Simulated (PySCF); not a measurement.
C6H5F3O2.
Atom-mapped SMILES: `[CH3:1][O:2][C:3]1=[CH:4][C:5]/1=[CH:6]/[O:7][C:8]([F:9])([F:10])[F:11]` (hydrogens: H12, H13, H14 on C1; H15 on C4; H16 on C6)

Computed by this run: PBE0-D3(BJ)/def2-SVP geometry optimisation, gas phase (PySCF 2.14.0); density fitting, grid level 1; the optimiser is geomeTRIC in internal coordinates, started from a GFN2-xTB structure.

Step 0: E = -18511.6546 eV
```
atom  x, y, z in Å  |  force x, y, z in eV/Å
C1      2.6209   -0.9602    0.0865   -0.329   0.048  -0.018
O2      1.2087   -0.8273   -0.0173   -0.033   0.177   0.026
C3      0.7399    0.3803    0.1017   -0.426   0.636   0.046
C4      0.8989    1.6894    0.2886   -0.585  -1.167  -0.208
C5     -0.4534    1.1939    0.1014    1.544  -0.607   0.054
C6     -1.7484    1.3785    0.0112   -1.426  -0.600  -0.215
O7     -2.7183    0.3517   -0.2097    0.630   1.052   0.171
C8     -2.2957   -0.8827   -0.2867    0.248  -1.996  -0.156
F9     -3.3357   -1.6972   -0.4644   -0.067   0.379   0.028
F10    -1.6524   -1.3264    0.8138   -0.128   0.400  -0.039
F11    -1.4493   -1.1244   -1.3101   -0.140   0.398   0.077
H12     2.8339   -2.0175   -0.0531    0.097  -0.272  -0.027
H13     2.9682   -0.6362    1.0704    0.070   0.083   0.277
H14     3.1219   -0.3744   -0.6877    0.117   0.162  -0.227
H15     1.5089    2.5403    0.4560    0.596   0.821   0.161
H16    -2.2556    2.3210    0.0882   -0.165   0.486   0.050
```

Task: Estimate the geometry and energy of step 1. (The exact step hangs on the optimiser's Hessian estimate; all steps are aligned on step 0, rigid shifts and turns removed.)

Result: E = -18511.7386 eV, largest force 0.828 eV/Å
```
atom  x, y, z in Å  |  force x, y, z in eV/Å
C1      2.6814   -0.9145    0.0732    0.036  -0.031  -0.018
O2      1.2683   -0.8329   -0.0197   -0.052   0.007  -0.023
C3      0.7676    0.3613    0.1103    0.048  -0.068   0.013
C4      0.9128    1.6604    0.3231    0.132   0.020  -0.002
C5     -0.4273    1.1336    0.1011   -0.020   0.171   0.037
C6     -1.7369    1.3379    0.0041    0.030  -0.054  -0.116
O7     -2.6972    0.3692   -0.2876   -0.074  -0.170   0.003
C8     -2.3825   -0.9344   -0.2966   -0.146   0.787   0.213
F9     -3.5020   -1.6052   -0.4972    0.112  -0.182  -0.022
F10    -1.8443   -1.3239    0.8625    0.006  -0.207  -0.079
F11    -1.5155   -1.2371   -1.2633    0.035  -0.199  -0.042
H12     2.9396   -1.9728   -0.0519    0.014   0.023   0.010
H13     3.0314   -0.5595    1.0558   -0.023   0.002  -0.010
H14     3.1569   -0.3205   -0.7240   -0.010  -0.003   0.020
H15     1.5423    2.5302    0.5006   -0.109  -0.058   0.008
H16    -2.2024    2.3171    0.0981    0.021  -0.036   0.007
```

The energy changes by -0.0840 eV. The first-order estimate −F·Δx gives -0.2335 eV and the mean of the old and new forces, exact on a quadratic surface, -0.0848 eV. The step makes an angle of 82° with the force vector and moves no atom by more than 0.198 Å.

The cost below is that of the whole optimisation. Cost: about 6 min of CPU time on one thread; the machine was shared, so the figure is rough.
